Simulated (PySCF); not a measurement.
Ligands exchanged one at a time, Al CH3-SH. All species are isolated molecules in the gas phase. One relaxed conformer stands for each flexible species; it need not be the lowest. Strings in code marks are SMILES.

Calculation: PySCF with CAM-B3LYP-D3(BJ)/def2-TZVP. Excitations are Tamm–Dancoff values on a coarser integration grid. The basis has no diffuse functions, so Rydberg states are missing or too high.

| species | HOMO–LUMO gap (eV) | T1 excitation (TDA) (eV) |
|---|---|---|
| 0 of 3 CH3 replaced by SH | 9.49 | 5.51 |
| 1 of 3 CH3 replaced by SH (`[SH][Al]([CH3])[CH3]` (C–Al–S–H torsion 179°)) | … | 5.46 |
| 2 of 3 CH3 replaced by SH (`[SH][Al]([SH])[CH3]` (S–Al–S–H torsion -1°, S–Al–S–H torsion 0°)) | … | 5.50 |
| 3 of 3 CH3 replaced by SH (`[SH][Al]([SH])[SH]`) | 9.38 | 5.57 |

What belongs in the gaps?


- 1 of 3 CH3 replaced by SH (`[SH][Al]([CH3])[CH3]` (C–Al–S–H torsion 179°)), HOMO–LUMO gap (eV): 9.27
- 2 of 3 CH3 replaced by SH (`[SH][Al]([SH])[CH3]` (S–Al–S–H torsion -1°, S–Al–S–H torsion 0°)), HOMO–LUMO gap (eV): 9.27
